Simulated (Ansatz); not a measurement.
Two structures of InH$_{2}$BrCl$_{2}$, closed shell, reached by relaxing down either side of one saddle point (PBE0-D4/def2-TZVP). Energies are electronic, without zero-point energy. Program: Ansatz 0.2.0. Basis: def2-TZVPP and def2-QZVPP. Cores are frozen in the correlated methods. Filled d shells of the heavier atoms are correlated. Core potentials replace the inner electrons of the atoms past krypton. The def2 sets are not built for correlating such inner shells, so the correlated values are less sure here. Extrapolation: Hartree–Fock as exp(−7.88 √X), correlation as X^−2.97. First:

```csv
atom,x (Å),y (Å),z (Å)
In1,-0.4758,0.0979,-0.8377
H2,0.7062,1.1931,-1.3763
Cl3,-0.4866,-2.1579,-1.4012
Cl4,-2.5064,0.7533,0.0862
H5,1.9328,0.4945,1.6568
Br6,0.8299,-0.3808,1.8723
```

Second:

In1  (-0.625, -0.553, 0.233)
H2  (1.126, 1.222, -0.863)
Cl3  (-0.179, -1.947, -1.541)
Cl4  (-2.257, 1.049, -0.010)
H5  (1.463, 1.117, -0.199)
Br6  (0.473, -0.888, 2.380)
(Å)

(1) Which bonds change from the first to the second?

(2) Give the saddle point's structure and its height above each. (To be estimated.)

No T1 diagnostic of these runs exceeds 0.012. The start structure is not quite a true minimum (one mode of 84i cm⁻¹).

Results:

(1) InHCl₂ ([Cl][InH][Cl]) + HBr → InBrCl₂ ([Cl][In]([Cl])[Br]) + H₂; bonds formed: H2–H5; dative contacts that become bonds: In1–Br6; bonds broken: In1–H2, H5–Br6.

(2) By the calculation: 0.733 eV above the first and 1.580 eV above the second (CCSD(T) at an estimated basis limit (MP2 extrapolated from triple and quadruple zeta, plus CCSD(T) − MP2 in triple zeta)).
In1  (-0.481, -0.124, -0.412)
H2  (1.014, 0.961, -0.504)
Cl3  (-0.335, -2.107, -1.564)
Cl4  (-2.464, 0.962, 0.004)
H5  (1.260, 0.595, 0.547)
Br6  (1.007, -0.287, 1.929)
(Å)

Labels in which every atom is bracketed show which atoms are joined, not bond orders.

For scale, one of the runs: CCSD(T)/def2-TZVPP, 210 basis functions, launched by `ansatz run in.yaml --threads 8 --pin off --events-out ev --progress --plain --max-ram 19148MiB`. The run took 82 s on 8 CPU threads of an Arm Neoverse V1 (shared host), with 3.2 GiB of host memory at its peak.
